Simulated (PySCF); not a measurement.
# Assigning NMR signals

Molfile (atoms numbered from 1):
```
CH11NSi3
     RDKit          3D

 16 15  0  0  0  0  0  0  0  0999 V2000
   -0.5427   -1.2096    1.4376 C   0  0  0  0  0  0  0  0  0  0  0  0
   -0.4018   -0.4143   -0.2938 Si  0  0  1  0  0  4  0  0  0  0  0  0
   -2.4270    0.5891   -0.8064 Si  0  0  0  0  0  4  0  0  0  0  0  0
    1.4598    0.9674   -0.3844 Si  0  0  0  0  0  4  0  0  0  0  0  0
    2.8299    0.0028    0.0331 N   0  0  0  0  0  0  0  0  0  0  0  0
   -0.7002   -0.4523    2.2013 H   0  0  0  0  0  0  0  0  0  0  0  0
   -1.3741   -1.9075    1.4927 H   0  0  0  0  0  0  0  0  0  0  0  0
    0.3597   -1.7536    1.7016 H   0  0  0  0  0  0  0  0  0  0  0  0
   -0.2061   -1.5708   -1.2063 H   0  0  0  0  0  0  0  0  0  0  0  0
   -2.7326    1.7104    0.0883 H   0  0  0  0  0  0  0  0  0  0  0  0
   -2.4402    1.1405   -2.1641 H   0  0  0  0  0  0  0  0  0  0  0  0
   -3.5880   -0.3028   -0.7278 H   0  0  0  0  0  0  0  0  0  0  0  0
    1.5090    2.0520    0.6024 H   0  0  0  0  0  0  0  0  0  0  0  0
    1.5802    1.6214   -1.7049 H   0  0  0  0  0  0  0  0  0  0  0  0
    3.7343    0.4401    0.1124 H   0  0  0  0  0  0  0  0  0  0  0  0
    2.9321   -0.9039   -0.3930 H   0  0  0  0  0  0  0  0  0  0  0  0
  1  2  1  0
  2  3  1  0
  2  4  1  0
  4  5  1  0
  1  6  1  0
  1  7  1  0
  1  8  1  0
  2  9  1  6
  3 10  1  0
  3 11  1  0
  3 12  1  0
  4 13  1  0
  4 14  1  0
  5 15  1  0
  5 16  1  0
M  END
```

All values are calculated (PySCF 2.14.0 with density-fitted response routines): PBE0/pcSseg-1 with gauge-including orbitals, GFN2-xTB structure. No relativistic terms, one conformer, averaged over atoms made equivalent by symmetry, fast rotation or ring inversion, no solvent model.

Shifts are taken against calculated references (same method and geometry level): $^{1}$H vs TMS.

Assign these signals to the numbered atoms. $^{1}$H NMR (400 MHz, computed): δ 5.14 (m, 1H), 4.93 (m, 1H), 4.02 (m, 1H), 3.38 (d, 3H), 0.36 (d, 3H), -0.17 (br s, 2H).

## Answers


```tsv
δ (ppm)	atoms	environment	reason
5.14	H14	hydrogen on a silicon bonded to N, Si	–
4.93	H13	hydrogen on a silicon bonded to N, Si	–
4.02	H9	hydrogen on a silicon bonded to C, 2 Si	–
3.38	H10/H11/H12	hydrogen on a silicon bonded to Si	–
0.36	H6/H7/H8	hydrogen on a methyl carbon bonded to Si	an electropositive neighbour shields it, as in TMS itself
-0.17	H15/H16	hydrogen on a nitrogen bonded to Si	labile proton, position sensitive to the medium
```

OH and NH positions are those of a molecule without intermolecular hydrogen bonds; in solution they move with solvent, concentration and temperature, and exchange usually removes their couplings. Multiplicities follow the n + 1 count of equivalent neighbours, as no J values were calculated; m marks all less simple cases, F and P coupling included.
